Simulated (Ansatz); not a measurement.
One change: `CC(C)(C)F` becomes `CC(C)(C)[O][Zn][F]`.

Ansatz, PBE0-D4/def2-TZVP geometries, multiplicity 1. Each molecule was computed in one conformer, which needn't be the lowest.

Scalar relativity is left out up to krypton.

```
                               property  `CC(C)(C)F`
  LUMO energy (ωB97M-V/def2-TZVPP) / eV         2.47
      HOMO energy (PBE/def2-TZVPP) / eV        -7.49
  HOMO energy (ωB97M-V/def2-TZVPP) / eV       -11.50
HOMO–LUMO gap (ωB97M-V/def2-TZVPP) / eV        13.97
   HOMO–LUMO gap (PBE0/def2-TZVPP) / eV        10.18
    LUMO energy (B3LYP/def2-TZVPP) / eV         0.72
```

(1) What does the change do to each property? (Best estimate.)

Answers

(1) Computed: 
```tsv
property	`CC(C)(C)[O][Zn][F]`	shift
LUMO energy (ωB97M-V/def2-TZVPP) / eV	0.52	-1.95
HOMO energy (PBE/def2-TZVPP) / eV	-6.24	1.25
HOMO energy (ωB97M-V/def2-TZVPP) / eV	-10.13	1.37
HOMO–LUMO gap (ωB97M-V/def2-TZVPP) / eV	10.65	-3.32
HOMO–LUMO gap (PBE0/def2-TZVPP) / eV	6.55	-3.63
LUMO energy (B3LYP/def2-TZVPP) / eV	-1.53	-2.25
```

With PBE0 the HOMO rises by 1.39 eV and the LUMO falls by 2.25 eV, so the gap narrows by about 3.64 eV. PBE moves the HOMO by 1.25 eV and ωB97M-V by 1.37 eV. The zero-point energy changes by 9.6 kJ/mol with +6 modes.

B3LYP here is the variant with VWN-RPA as its local correlation; programs differ in this.
